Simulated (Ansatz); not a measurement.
Consider the formal exchange of groups at the Si–C bond: `CC[SiH2]P` + `[CH3][GeH3]` → `[CH3][GeH2][SiH2]P` + ethane.

Program: Ansatz. Geometries: PBE0-D4/def2-TZVP. ΔE: electronic, gas phase. CCSD(T)/CBS adds triple-zeta CCSD(T) − MP2 to the extrapolated MP2 energy (def2 sets, frozen cores). This one scheme is used for every species. DFT in def2-TZVPP. For Ge outer-core shells are correlated without core-valence functions, which leaves a few kJ/mol of doubt a bond. Scalar relativity is left out up to krypton. One conformer a species, not always the lowest.

**Question.** Is it downhill or uphill in electronic energy at CCSD(T)/CBS, and by how much? (Best estimate.)

**Answer.** Computed: Downhill: ΔE = -6.6 kcal/mol.

**Question.** What do these levels give: ωB97X-V, ωB97M-V, B2PLYP, r2SCAN, PBE0, MP2/def2-TZVPP, SCS-MP2/def2-TZVPP, CCSD(T)/def2-TZVPP, SCS-MP2/def2-QZVPP, HF/CBS(def2), MP2/CBS(def2), CCSD/CBS(def2)? (An estimate is asked.)

**Answer.** Ansatz gave: ωB97X-V -6.0, ωB97M-V -5.5, B2PLYP -6.6, r2SCAN -7.1, PBE0 -7.8, MP2/def2-TZVPP -6.0, SCS-MP2/def2-TZVPP -5.7, CCSD(T)/def2-TZVPP -6.4, SCS-MP2/def2-QZVPP -5.6, HF/CBS(def2) -5.0, MP2/CBS(def2) -6.1, CCSD/CBS(def2) -6.5 kcal/mol.

Largest T1 diagnostic among the species: 0.012.
